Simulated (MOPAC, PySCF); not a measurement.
C₃H₇N, SMILES `C/C=C/N`, neutral singlet in the gas phase. 

Z-matrix (Å, degrees):
```
C
C 1 1.3319
H 2 1.0877 1 119.62
H 1 1.0891 2 118.81 3 -179.91
N 2 1.3892 3 113.65 1 -176.20
H 5 1.0073 2 114.71 3 -36.58
H 5 1.0087 6 111.45 2 132.21
C 1 1.4909 4 117.27 2 -178.92
H 8 1.0928 1 111.07 4 -179.27
H 8 1.0953 9 107.68 1 -122.72
H 8 1.0956 9 107.50 10 -114.59
```
Charge 0, spin multiplicity 1.

All levels are single points at this geometry (PBE0-D3(BJ)/def2-TZVP); Pople sets use spherical d functions. Orbital energies aren't observables, and empty levels follow the basis.

B3LYP/6-31G* in PySCF gives HOMO (eV) = -5.13.

Q: Estimate the HOMO (eV) from each of these levels: PBE0-D3(BJ)/def2-TZVP in PySCF; B3LYP/3-21G in PySCF; B3LYP/6-311+G** in PySCF; BP86/6-31G* in PySCF; M06-2X/6-31G* in PySCF; PBE/6-31G* in PySCF; HF/3-21G in PySCF; HF/6-31G* in PySCF; HF/STO-3G in PySCF; AM1 in MOPAC; PM3 in MOPAC; PM6 in MOPAC.

A: 
```tsv
level	HOMO (eV)
PBE0-D3(BJ)/def2-TZVP in PySCF	-5.71
B3LYP/3-21G in PySCF	-4.95
B3LYP/6-311+G** in PySCF	-5.56
BP86/6-31G* in PySCF	-4.26
M06-2X/6-31G* in PySCF	-6.62
PBE/6-31G* in PySCF	-4.15
HF/3-21G in PySCF	-8.05
HF/6-31G* in PySCF	-8.11
HF/STO-3G in PySCF	-6.48
AM1 in MOPAC	-8.63
PM3 in MOPAC	-8.47
PM6 in MOPAC	-8.44
```
